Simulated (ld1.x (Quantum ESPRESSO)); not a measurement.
**Au: one change to a TM semilocal potential, before and after**

- Element: Au (Z = 79)
- Generator: ld1.x (Quantum ESPRESSO) 7.5
- Type: norm-conserving Troullier–Martins (semilocal form)
- Functional: Wu–Cohen
- Relativity: scalar-relativistic
- Frozen core: [Kr] 4d10 4f14
- Valence charge: 19
- Reference configuration: 5s2 5p6 5d9 6s0 6p0 (charge +2)
- Partial waves: 5s (bound): rc 1.50 bohr; 5d (bound): rc 2.00 bohr; 5p (bound): rc 1.50 bohr
- Local potential: the p channel
- Core correction: Bessel-smoothed model core inside 1.10 bohr

All-electron outer shells of the reference configuration (Wu–Cohen, scalar-relativistic, ld1.x):

```tsv
shell	level (eV)	outermost node (bohr)	outermost maximum (bohr)
5s	-130.09	0.48	0.84
4f	-102.92	–	0.37
5p	-81.34	0.52	0.96
5d	-27.37	0.56	1.20
6s	-22.77	1.10	2.13
6p	-14.50	1.29	2.67
```

Change: reference 5s2 5p6 5d10 6s1 6p0 (6s counted twice).

Cutoffs: the cutoffs (Ry, on a coarse ladder) from which the occupation-weighted sum of valence levels, in a spherical-Bessel basis at the reference potential, stays within 10 and 1 mRy of its value at 400 Ry; they do not see the model core or the augmentation charge, which bear on the density cutoff. Errors are all-electron minus pseudo energies relative to the spin-unpolarised reference configuration.

**Question.** What does the change do?

**Answer.** The potential gets neither clearly harder nor softer (80 Ry and 110 Ry → 80 Ry and 110 Ry); the miss of the reference levels goes from 0.00 to 3.07 eV; neither file shows a bound ghost at the reference potential, the only one tested. A semilocal file is local in each channel, so a ghost entry of none says nothing of the separable form that plane-wave codes build from it. In the changed file ld1.x takes every shell without a wave as core, so the model core holds the 6s electrons as well and exchange and correlation see them twice. This cancels in the reference configuration, but the file is broken for other ones, and its errors say nothing about a proper core correction.

| quantity | base | changed |
| --- | --- | --- |
| cutoff, loose | 80 Ry | 80 Ry |
| cutoff, tight | 110 Ry | 110 Ry |
| bound ghosts | none | none |
| largest miss of a reference level, eV | 0.00 | 3.07 |
| largest error over its own tests, meV | +3544 | -9163 |
| s: phases at 2.20 bohr within 0.05 rad from the reference energy up to (Ry; the scan ends near 5) | -3.8 | n/a |
| p: phases at 2.20 bohr within 0.05 rad from the reference energy up to (Ry; the scan ends near 5) | -1.3 | n/a |
| d: phases at 2.20 bohr within 0.05 rad from the reference energy up to (Ry; the scan ends near 5) | to the end of the scan | 4.2 |

Base: These tests converged, but a pseudo level misses the all-electron one widely, so the file describes the atom poorly there or has found another state: 5s2 5p6 5d10 6s1 6p0: 6s by 2.3 eV; 5s2 5p6 5d10 6s0 6p0: empty 6s by 3.4 eV; 5s2 5p6 5d8 6s0 6p0: empty 6s by 5.5 eV; 5s2 5p6 5d7 6s0 6p0: empty 6s by 6.8 eV; 5s2 5p6 5d10 6s0.5 6p0: 6s by 2.8 eV; 5s2 5p6 5d9 6s1 6p1: 6s by 2.8 eV; 5s2 5p6 5d10 6s0 6p1: empty 6s by 2.2 eV. Changed file: These tests converged, but a pseudo level misses the all-electron one widely, so the file describes the atom poorly there or has found another state: 5s2 5p6 5d10 6s0 6p0: empty 6s by 4.0 eV; 5s2 5p6 5d9 6s0 6p0: empty 6s by 5.9 eV; 5s2 5p6 5d8 6s0 6p0: empty 6s by 7.3 eV; 5s2 5p6 5d9 6s1 6p0: 6s by 4.2 eV; 5s2 5p6 5d7 6s0 6p0: empty 6s by 8.8 eV; 5s2 5p6 5d10 6s0.5 6p0: 6s by 3.8 eV; 5s1 5p6 5d10 6s1 6p0: 6s by 4.8 eV.
